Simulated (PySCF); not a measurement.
# Do core-level shifts follow atomic charges?

PP3SOO nortricyclane, O2P4S.
Geometry (PBE0-D3(BJ)/def2-SVP, Å), atoms numbered from 1 in this order:
```xyz
7
O2P4S angstrom
P     -0.1166   -1.5372    0.2291
S     -1.9146   -0.3971   -0.0844
P     -0.9615    1.4688   -0.3206
P      0.9749    0.7297   -1.2240
O      0.7336   -0.9291   -1.0616
P      0.8149    1.0966    1.0271
O      0.5612   -0.5338    1.3659
```

Binding energies: delta-SCF UKS SCAN, pcX-2 on the ionised atom, pcseg-1 elsewhere, spin-free X2C (PySCF). Charges: PBE0/pcSseg-1 ground-state density, for the ionised atom.

| atom | environment | P 1s (eV) | Mulliken (e) | IAO (e) | Hirshfeld (e) | ESP (e) |
| --- | --- | --- | --- | --- | --- | --- |
| P3 | phosphorus bonded to 2 P and S | 2150.57 | -0.035 | +0.037 | +0.011 | +0.003 |
| P4 | phosphorus bonded to O and 2 P | 2151.23 | +0.384 | +0.366 | +0.126 | +0.102 |
| P1 | phosphorus bonded to 2 O and S | 2152.81 | +0.811 | +0.893 | +0.297 | +0.234 |

Q: Give the correlation coefficient and slope of binding energy on charge for each scheme.

A: IAO: r = 1.00, slope 2.7 eV per e; Hirshfeld: r = 0.99, slope 7.9 eV per e; ESP: r = 0.99, slope 9.9 eV per e; Mulliken: r = 0.97, slope 2.7 eV per e. On 3 points no scheme stands out.

Q: The point-charge model writes a binding energy as kq + V + constant, with V the potential of the other atoms' charges at the site. What does it give with the Hirshfeld charges?

A: V = Σ 14.40 eV Å × q/r over all other atoms: +0.08 eV at P3, -1.20 eV at P4, -3.36 eV at P1. Fitting binding energy − V to q gives k = 20.0 eV per e and leaves an rms residual of 0.16 eV, against 0.11 eV for the fit on q alone. The model has no term for differences in relaxation between sites.

Geometry: PBE0-D3(BJ)/def2-SVP, one conformer, isolated molecule.
